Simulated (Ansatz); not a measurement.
One change: `[CH3][In]([NH2])[CH]=O` becomes `[CH3][Al]([NH2])[CH]=O`.

Ansatz, PBE0-D4/def2-TZVP geometries, multiplicity 1. Each molecule was computed in one conformer, which needn't be the lowest.

Elements past krypton have def2 core potentials.

```json
{"property": "HOMO energy (PBE/def2-TZVPP) / eV", "`[CH3][In]([NH2])[CH]=O`": "-4.94"}
{"property": "LUMO energy (ωB97M-V/def2-TZVPP) / eV", "`[CH3][In]([NH2])[CH]=O`": "0.11"}
{"property": "LUMO energy (PBE/def2-TZVPP) / eV", "`[CH3][In]([NH2])[CH]=O`": "-2.70"}
{"property": "HOMO–LUMO gap (PBE/def2-TZVPP) / eV", "`[CH3][In]([NH2])[CH]=O`": "2.24"}
{"property": "HOMO–LUMO gap (B3LYP/def2-TZVPP) / eV", "`[CH3][In]([NH2])[CH]=O`": "4.04"}
{"property": "LUMO energy (PBE0/def2-TZVPP) / eV", "`[CH3][In]([NH2])[CH]=O`": "-1.73"}
```

Give the same properties after the change, and the shifts. (An estimate is asked.)

The calculation gave: 
| property | `[CH3][Al]([NH2])[CH]=O` | shift |
| --- | --- | --- |
| HOMO energy (PBE/def2-TZVPP) / eV | -4.82 | 0.12 |
| LUMO energy (ωB97M-V/def2-TZVPP) / eV | 0.44 | 0.33 |
| LUMO energy (PBE/def2-TZVPP) / eV | -2.66 | 0.04 |
| HOMO–LUMO gap (PBE/def2-TZVPP) / eV | 2.16 | -0.08 |
| HOMO–LUMO gap (B3LYP/def2-TZVPP) / eV | 4.19 | 0.15 |
| LUMO energy (PBE0/def2-TZVPP) / eV | -1.62 | 0.11 |

B3LYP here is the variant with VWN-RPA as its local correlation; programs differ in this.
